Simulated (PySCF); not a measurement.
CH4F2OSi, SMILES C[Si](O)(F)F.

Coordinates come from a ωB97X-D3(BJ)/def2-SVP optimisation. One conformer was computed; it need not be the lowest.

The numbers are results of PySCF 2.14.0 with ωB97X-D3(BJ)/def2-SVP, not measurements.

Frequencies are harmonic and unscaled.

```json
[
 {"mode": "1", "ν (cm⁻¹)": "104", "IR (km/mol)": "1.1", "moving atoms (share of kinetic energy)": "H 97 %"},
 {"mode": "2", "ν (cm⁻¹)": "177", "IR (km/mol)": "32.3", "moving atoms (share of kinetic energy)": "H 44 %, F 41 %, C 10 %"},
 {"mode": "3", "ν (cm⁻¹)": "217", "IR (km/mol)": "1.8", "moving atoms (share of kinetic energy)": "O 27 %, H 24 %, F 24 %, C 21 %"},
 {"mode": "4", "ν (cm⁻¹)": "249", "IR (km/mol)": "36.7", "moving atoms (share of kinetic energy)": "H 61 %, F 18 %, C 11 %, Si 10 %"},
 {"mode": "5", "ν (cm⁻¹)": "328", "IR (km/mol)": "23.6", "moving atoms (share of kinetic energy)": "F 63 %, Si 18 %, O 11 %"},
 {"mode": "6", "ν (cm⁻¹)": "352", "IR (km/mol)": "87.0", "moving atoms (share of kinetic energy)": "O 44 %, F 28 %, H 16 %, Si 11 %"},
 {"mode": "7", "ν (cm⁻¹)": "358", "IR (km/mol)": "73.7", "moving atoms (share of kinetic energy)": "F 37 %, Si 21 %, C 15 %, H 14 %, O 13 %"},
 {"mode": "8", "ν (cm⁻¹)": "697", "IR (km/mol)": "11.4", "moving atoms (share of kinetic energy)": "C 39 %, F 25 %, H 22 %, O 8 %"},
 {"mode": "9", "ν (cm⁻¹)": "766", "IR (km/mol)": "65.3", "moving atoms (share of kinetic energy)": "H 62 %, O 27 %"},
 {"mode": "10", "ν (cm⁻¹)": "785", "IR (km/mol)": "2.4", "moving atoms (share of kinetic energy)": "H 67 %, C 21 %, F 13 %"},
 {"mode": "11", "ν (cm⁻¹)": "801", "IR (km/mol)": "59.2", "moving atoms (share of kinetic energy)": "H 67 %, C 18 %, F 11 %"},
 {"mode": "12", "ν (cm⁻¹)": "920", "IR (km/mol)": "211.7", "moving atoms (share of kinetic energy)": "Si 43 %, F 24 %, H 21 %"},
 {"mode": "13", "ν (cm⁻¹)": "963", "IR (km/mol)": "218.3", "moving atoms (share of kinetic energy)": "Si 50 %, F 43 %"},
 {"mode": "14", "ν (cm⁻¹)": "996", "IR (km/mol)": "224.5", "moving atoms (share of kinetic energy)": "Si 49 %, O 34 %, F 9 %"},
 {"mode": "15", "ν (cm⁻¹)": "1305", "IR (km/mol)": "58.2", "moving atoms (share of kinetic energy)": "H 74 %, C 25 %"},
 {"mode": "16", "ν (cm⁻¹)": "1436", "IR (km/mol)": "5.4", "moving atoms (share of kinetic energy)": "H 96 %"},
 {"mode": "17", "ν (cm⁻¹)": "1438", "IR (km/mol)": "4.1", "moving atoms (share of kinetic energy)": "H 96 %"},
 {"mode": "18", "ν (cm⁻¹)": "3083", "IR (km/mol)": "0.0", "moving atoms (share of kinetic energy)": "H 97 %"},
 {"mode": "19", "ν (cm⁻¹)": "3190", "IR (km/mol)": "0.4", "moving atoms (share of kinetic energy)": "H 91 %, C 9 %"},
 {"mode": "20", "ν (cm⁻¹)": "3190", "IR (km/mol)": "0.5", "moving atoms (share of kinetic energy)": "H 91 %, C 9 %"},
 {"mode": "21", "ν (cm⁻¹)": "3939", "IR (km/mol)": "130.7", "moving atoms (share of kinetic energy)": "H 94 %"}
]
```
